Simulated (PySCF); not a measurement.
Cd(F)(SMe) (CH₃CdFS), SMILES C[S][Cd][F].

Coordinates come from a B3LYP-D3(BJ)/def2-SVP optimisation. The def2 effective core potentials stand for the cores of Cd; spin–orbit coupling is left out. Other conformers were not sampled.

Computed with HF/def2-TZVPD (PySCF).

Symmetry labels are those of the subgroup Cs that the program uses (full group Cs).

Computed valence orbital energies around the gap with their symmetry:
```json
[
 {"orbital": "HOMO−7", "symmetry": "A'", "energy (eV)": "-16.15"},
 {"orbital": "HOMO−6", "symmetry": "A\"", "energy (eV)": "-16.13"},
 {"orbital": "HOMO−5", "symmetry": "A'", "energy (eV)": "-14.86"},
 {"orbital": "HOMO−4", "symmetry": "A\"", "energy (eV)": "-14.86"},
 {"orbital": "HOMO−3", "symmetry": "A'", "energy (eV)": "-14.86"},
 {"orbital": "HOMO−2", "symmetry": "A'", "energy (eV)": "-13.24"},
 {"orbital": "HOMO−1", "symmetry": "A'", "energy (eV)": "-10.71"},
 {"orbital": "HOMO", "symmetry": "A\"", "energy (eV)": "-9.67"},
 {"orbital": "LUMO", "symmetry": "A'", "energy (eV)": "0.86"},
 {"orbital": "LUMO+1", "symmetry": "A'", "energy (eV)": "1.17"},
 {"orbital": "LUMO+2", "symmetry": "A\"", "energy (eV)": "1.65"},
 {"orbital": "LUMO+3", "symmetry": "A'", "energy (eV)": "1.79"}
]
```
